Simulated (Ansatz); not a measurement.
```xyz
11

Al    0.2270    0.5604    1.7907
C     0.6829   -0.2586    0.1251
C    -0.1670   -1.2232   -0.7081
Si   -0.4343    0.5362   -1.1754
H    -1.2182    0.3190    2.4068
H     1.2664    1.5559    2.4594
H     1.7272   -0.1919   -0.1785
H    -0.9641   -1.7472   -0.1890
H     0.3728   -1.8587   -1.4034
H     0.1760    1.0901   -2.4001
H    -1.6687    1.2179   -0.7274
```

The species carries charge 0 and has multiplicity 1.

**Question.** List the r2SCAN/def2-TZVPP orbital energies in eV (the Gaussian-basis code of Ansatz). (Best estimate.)

**Answer.** Ansatz gave: Occupied: -1791.12, -1516.52, -273.31, -272.99, -141.62, -110.07, -96.49, -96.46, -96.46, -70.42, -70.17, -70.17, -20.43, -15.26, -13.17, -11.78, -10.92, -9.67, -9.03, -8.10, -7.62, -7.26, -5.93. Lowest empty: -1.41, -0.68, 0.26, 0.78, 1.11, 1.33, 1.66, 2.16.
